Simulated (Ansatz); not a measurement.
The same path of BClF2H3N + H2O (11 atoms, charge 0, multiplicity 1) was run twice with different band settings. Lost on the way: B1–Cl2, H5–N6, H7–O8. Made: Cl2–H7, H5–O8.

These are results of RKS PBE0/def2-SVP in Ansatz, not measurements.

Relaxed end points:

```xyz
11
Properties=species:S:1:pos:R:3
B -0.330 -1.162 0.075
Cl 1.542 -1.348 0.021
F -0.965 -2.230 -0.474
F -0.763 -0.820 1.326
H -0.132 0.930 -0.398
N -0.622 0.124 -0.854
H 1.582 0.923 0.680
O 0.985 1.691 0.730
H -0.255 -0.010 -1.797
H -1.626 0.310 -0.912
H 0.585 1.592 1.603
```

```xyz
11
Properties=species:S:1:pos:R:3
B -0.934 -1.180 -0.153
Cl 2.492 -0.935 0.951
F -0.339 -2.222 -0.698
F -1.401 -1.273 1.082
H 0.332 1.157 -0.116
N -1.095 0.031 -0.875
H 2.000 0.268 0.686
O 1.041 1.620 0.372
H -0.909 0.035 -1.872
H -1.834 0.670 -0.605
H 0.648 1.829 1.228
```

Common settings: movable images 7; spring 5.0 eV/Å²; start path through a guess of the saddle point; force threshold 0.05 eV/Å; iteration limit 60; end points relaxed.

| run | climbing image | optimiser |
| --- | --- | --- |
| 1 | yes | quadratic models (default) |
| 2 | from the first iteration | fire |

(1) What does each run give, and how far can it be trusted?

## Answers

(1) Run 1: converged after 10 iterations, highest image 1.107 eV above the first end. A vibrational analysis at the climbing image gives one clearly imaginary mode, 331i cm⁻¹: a first-order saddle point.
Run 2: converged after 42 iterations, highest image 1.109 eV above the first end. Another band between the same ends (7 images) ends at a top of the same energy, where a vibrational analysis finds 1 clearly imaginary mode.
The orbitals stay closed-shell, which can raise the energy where a bond breaks towards radicals; this wasn't checked here.
